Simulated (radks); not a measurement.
Task: The mercury ion Hg6+ is in [Xe] 4f14 5d6. All-electron calculation, scalar-relativistic Kohn-Sham, BLYP, spin-polarised, spherical densities, finite nucleus; Fermi nuclear charge, rms radius of each element as measured or else 0.836 A^(1/3) + 0.57 fm. Program: a radial shooting solver on a logarithmic mesh with Libxc functionals. Open shells are filled with parallel spins first. One electron is removed from 5p, 5s, 4f, 5d in turn, with full relaxation. Which removal costs least, and what does each cost?

Result: 5d 95.386 eV; 5p 158.56 eV; 4f 199.30 eV; 5s 212.78 eV. The 5d electron leaves first.
